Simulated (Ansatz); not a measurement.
C4H5 (SMILES C=[C]C=C), doublet, at a GFN2-xTB geometry; BLYP/def2-SV(P) (Ansatz, a program for electronic structure).

Ansatz was given this input:
Ansatz 0.2 input:
```yaml
crystal:
  periodic: [false, false, false]
  atoms:
    - {symbol: C, position_ang: [0.84692229, 1.66620199, -0.08747240]}
    - {symbol: C, position_ang: [0.09879661, 0.62624235, 0.04234718]}
    - {symbol: C, position_ang: [-0.68909255, -0.45553461, 0.18070429]}
    - {symbol: C, position_ang: [-0.31450294, -1.74723046, -0.10483390]}
    - {symbol: H, position_ang: [1.47874189, 2.03273611, 0.71229901]}
    - {symbol: H, position_ang: [0.89057657, 2.24159017, -1.00409682]}
    - {symbol: H, position_ang: [-1.69512568, -0.27739734, 0.54712238]}
    - {symbol: H, position_ang: [0.67137918, -1.97107091, -0.46990799]}
    - {symbol: H, position_ang: [-0.99831246, -2.56393367, 0.03011240]}
basis:
  gaussian:
    orbitals: def2-SV_P_.json
hamiltonian:
  xc: blyp
magnetization: {spin_polarized: true, initial_magnetization: 1}
scf: {lower_state_search: off}
```
The basis file holds def2-SV(P) in the JSON format of the Basis Set Exchange.

It wrote (shortened):

```
Functional definition: BLYP
these checks for a lower state are left out or cut short: stability, starts, cluster_reference, orbital_swaps, neighbouring_geometries, increment
882 factors; their error is unknown
mean field evaluation 1: about -4211.6420 eV, gradient 4.1e1 eV
mean field evaluation 2: about -4206.0816 eV, gradient 5.1e1 eV
mean field evaluation 4: about -4220.9070 eV, gradient 4.7e0 eV
mean field evaluation 8: about -4221.0370 eV, gradient 1.5e-1 eV
mean field evaluation 16: about -4220.9995 eV, gradient 3.3e-4 eV
mean field -4220.99948932 eV, -155.1188701364 hartree, gradient 2.2e-6 eV, S^2 0.762689; 0 other end points of the search recorded, 0 dependent functions left out
reference -4220.99977471 eV, -155.1188806242 hartree; 15, 14 occupied and 51, 52 virtual orbitals, 882 factors
Total energy: -4220.99977471 eV, -155.1188806242 hartree
Checks for a lower state left out: stability, starts, cluster_reference, orbital_swaps, neighbouring_geometries, increment
```
